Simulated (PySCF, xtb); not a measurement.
Mo(NH)2(Cl)(NH2) (ClH4MoN3), SMILES [NH]=[Mo](=[NH])([NH2])[Cl], multiplicity 1.

GFN2-xTB run with xtb at its own geometry gives an orbital gap of 2.99 eV and a dipole moment of 3.04 D.

Geometry: r2SCAN-D4/def2-SVP. The multiplicity is an assumed one; other spin states were not compared. The def2 effective core potentials stand for the cores of Mo; spin–orbit coupling is left out. Other conformers were not sampled.

Q: What does r2SCAN/def2-TZVP (PySCF) give? (Estimate from the structure and the level; the computed values follow.)

A: gap 4.26 eV (levels -6.67 and -2.42 eV), dipole 3.71 D.
